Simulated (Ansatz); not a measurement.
`CC(C)(C)[O][Ge][F]` + `OCS[SiH3]` → `COCS[SiH3]` + `CC(C)[O][Ge][F]`  (substitution at a C–C bond)

Calculated with Ansatz (gas phase, PBE0-D4/def2-TZVP geometries, no zero-point term in ΔE). CCSD(T)/CBS adds triple-zeta CCSD(T) − MP2 to the extrapolated MP2 energy (def2 sets, frozen cores). For Ge outer-core shells are correlated without core-valence functions, which leaves a few kJ/mol of doubt a bond. Scalar relativity is left out up to krypton. Each species was taken in one conformer, which may not be the lowest.

| species | SCS-MP2/def2-TZVPP energy (Eh) |
| --- | --- |
| `CC(C)(C)[O][Ge][F]` | -2407.98384 |
| `OCS[SiH3]` | -803.48917 |
| `COCS[SiH3]` | -842.70098 |
| `CC(C)[O][Ge][F]` | -2368.75428 |

Question: Work out ΔE.

Answer: ΔE = (-842.70098) + (-2368.75428) − (-2407.98384) − (-803.48917) = 0.01775 Eh = +46.6 kJ/mol. CCSD(T)/CBS gives +50.8 kJ/mol.

Largest T1 diagnostic among the species: 0.014.

In def2-TZVPP, CCSD(T) changes the Hartree–Fock value by +12.9 kJ/mol (the triples alone add +1.1 kJ/mol) and MP2 by +17.6 kJ/mol.
